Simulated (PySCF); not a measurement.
[Dy(NH3)3]3+ at several levels of theory

Computed with PySCF 2.14.0 (density fitting, no spin-orbit coupling) at the geometry relaxed with B3LYP:

```xyz
13
[Dy(NH3)3]3+ (singlet in the valence; each metal's 4f electrons, 9 of them, lie in its core potential, out of spins and levels)
Dy    0.0000    0.0000   -0.7875
N     2.2767   -0.0005    0.0063
H     2.4883   -0.6391    0.7981
H     2.9845   -0.2758   -0.7047
H     2.6369    0.9133    0.3442
N    -1.1379    1.9720    0.0063
H    -0.6907    2.4745    0.7981
H    -1.2534    2.7226   -0.7047
H    -2.1094    1.8270    0.3442
N    -1.1388   -1.9714    0.0063
H    -1.7976   -1.8354    0.7981
H    -1.7311   -2.4468   -0.7047
H    -0.5276   -2.7403    0.3442
```

```json
{"level": "B3LYP", "basis": "Dy lcecp-1-SVP with ECP55, N def2-SVP, H def2-SVP", "state": "singlet", "HOMO (eV)": "-24.33", "gap (eV)": "7.50", "charge on Dy1 (e)": "1.77", "population of f-type functions on Dy1 (polarisation alone where 4f lies in the core)": "0.03", "dipole about the centre of mass (D)": "2.80", "largest force component (eV/Å)": "0.01"}
{"level": "B3LYP", "basis": "Dy lcecp-1-TZVP with ECP55, N def2-TZVP, H def2-TZVP", "state": "singlet", "HOMO (eV)": "-24.26", "gap (eV)": "7.52", "charge on Dy1 (e)": "2.08", "population of f-type functions on Dy1 (polarisation alone where 4f lies in the core)": "0.03", "dipole about the centre of mass (D)": "2.80", "largest force component (eV/Å)": "0.44"}
```

In the lcecp rows the 4f levels are missing from HOMO and gap, and the state counts the valence alone.

Charges are Mulliken's, which hang on the basis. The relaxation used the grid (50, 194), these runs (75, 302) or, all-electron (x2c bases, spin-free X2C Hamiltonian), (99, 590).

Order these levels, in the first row's basis, by the HOMO–LUMO gap they give here, smallest first.
A. BLYP
B. HF
C. wB97X
D. TPSSh

A (5.53 eV), D (7.02 eV), C (13.00 eV), B (15.21 eV).

And their other results?


```json
{"level": "BLYP", "state": "singlet", "HOMO (eV)": "-22.94", "gap (eV)": "5.53", "charge on Dy1 (e)": "1.66", "population of f-type functions on Dy1 (polarisation alone where 4f lies in the core)": "0.03", "dipole about the centre of mass (D)": "2.96", "largest force component (eV/Å)": "0.31"}
{"level": "wB97X", "state": "singlet", "HOMO (eV)": "-27.11", "gap (eV)": "13.00", "charge on Dy1 (e)": "1.85", "population of f-type functions on Dy1 (polarisation alone where 4f lies in the core)": "0.03", "dipole about the centre of mass (D)": "2.59", "largest force component (eV/Å)": "0.14"}
{"level": "HF", "state": "singlet", "HOMO (eV)": "-28.38", "gap (eV)": "15.21", "charge on Dy1 (e)": "2.12", "population of f-type functions on Dy1 (polarisation alone where 4f lies in the core)": "0.03", "dipole about the centre of mass (D)": "2.28", "largest force component (eV/Å)": "1.02"}
{"level": "TPSSh", "state": "singlet", "HOMO (eV)": "-23.81", "gap (eV)": "7.02", "charge on Dy1 (e)": "1.81", "population of f-type functions on Dy1 (polarisation alone where 4f lies in the core)": "0.03", "dipole about the centre of mass (D)": "2.80", "largest force component (eV/Å)": "0.06"}
```

In the first row's basis the gap widens with exact exchange: 5.5 eV for BLYP (none); 7.0 to 7.5 eV for TPSSh, B3LYP (a fixed share); 13.0 to 15.2 eV for wB97X, Hartree–Fock (rising or full at long range).

A frequency check found unstable modes (3, the lowest at -29 cm⁻¹), so the relaxed geometry is a saddle point, or these are noise. An lcecp potential fixes the number of 4f electrons, so in runs with it no electron can move into or out of that shell.
